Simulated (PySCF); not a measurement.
# Molecular orbitals of KSb⁺

LDA at R = 3.806 Å; K x2c-SVPall, Sb x2c-SVPall; spin-free X2C with a Gaussian nucleus (PySCF 2.14). State: ⁴Σ⁻ (quartet), unpaired electrons σ ↑, π ↑↑. Only the outer orbitals are listed, counted within each symmetry.

```csv
spin,orbital,occ.,ε (eV),on K (%),main shells (%)
α,7π,1,-24.71,100,100 K p
α,7π,1,-24.71,100,100 K p
α,14σ,1,-24.70,100,100 K p
α,15σ,1,-17.44,1,99 Sb s
α,16σ,1,-9.69,10,90 Sb p
α,8π,1,-9.25,2,98 Sb p
α,8π,1,-9.25,2,98 Sb p
α,17σ,0,-5.66,95,96 K s
α,9π,0,-3.75,97,95 K p
α,9π,0,-3.75,97,95 K p
β,7π,1,-24.70,100,100 K p
β,7π,1,-24.70,100,100 K p
β,14σ,1,-24.68,100,100 K p
β,15σ,1,-15.87,2,98 Sb s
β,16σ,0,-8.19,17,"83 Sb p, 10 K s"
β,8π,0,-7.66,3,97 Sb p
β,8π,0,-7.66,3,97 Sb p
```

**Question.** Which are the highest filled and the lowest empty level, where do they sit, and how wide is the gap?

**Answer.** Highest filled α 8π at -9.25 eV (in %: 98 Sb p); lowest empty β 16σ at -8.19 eV (in %: 83 Sb p, 10 K s); the gap at LDA is 1.06 eV.

The bond order (Mayer) is 0.29 and the ⟨S²⟩ is 3.750. The charge on K (Mulliken, basis-dependent) is 0.84, the charge on K (Löwdin, basis-dependent) is 0.74 and the dipole moment (positive dipole points towards Sb; it is taken about the centre of mass and depends on that origin) is -11.60 D. The polarisability along the bond is 55.5 bohr³ and the polarisability across the bond is 33.9 bohr³.

Spin–orbit coupling is left out. The state was picked by a PBE0 search and need not be the measured ground state.
